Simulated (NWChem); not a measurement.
# C$_{2}$H$_{9}$NSi; SMILES CNC[SiH3]

```xyz
13

C      0.6923    -1.8733     0.1396
N     -0.5197    -1.2531    -0.3341
C     -0.8694     0.0045     0.2989
Si     0.2393     1.5249    -0.0504
H      0.8639    -2.8145    -0.4043
H      0.5860    -2.1321     1.2067
H      1.6134    -1.2574     0.0463
H     -0.4980    -1.1502    -1.3453
H     -1.8965     0.2841     0.0027
H     -0.9226    -0.1493     1.3921
H      0.3288     1.7402    -1.5306
H      1.6326     1.3686     0.4715
H     -0.3574     2.7474     0.5747
```
Atoms are numbered in this order, from 1.

All runs: NWChem. Medium grid unless said otherwise, to which SCAN and Minnesota functionals are sensitive. Geometry: optimised at PBE0/def2-SVP. Hybrids' shares of exact exchange are those that their runs print; pure functionals count as 0. The functionals differ in more than this share.

```
row                                    share of exact exchange  orbital gap (eV)
-------------------------------------  -----------------------  ----------------
PBE/def2-TZVP                                             0.00              4.61
LDA (Slater exchange, VWN5)/def2-TZVP                     0.00              4.48
TPSSh/def2-TZVP                                           0.10          withheld
B3LYP/def2-TZVP                                           0.20              6.28
PBE0/def2-TZVP                                            0.25              6.75
M06-2X/def2-TZVP                                          0.54              8.70
```

Question: Fit a straight line of the last column on the one before it, predict the withheld value, and compare with the run.

Answer: 
1. Means of the 5 shown rows: x = 0.198, y = 6.164. Slope Σ(x − x̄)(y − ȳ)/Σ(x − x̄)² = 1.539/0.1981 = 7.770; intercept 4.626.
2. The shown rows scatter about the line by 0.126 (root mean square); the largest residual is +0.18, at PBE0/def2-TZVP.
3. At x = 0.10 (TPSSh/def2-TZVP; inside the shown range) the line gives 5.40.
4. The run gives 5.77, +0.37 from the line, 2.9 times the scatter.
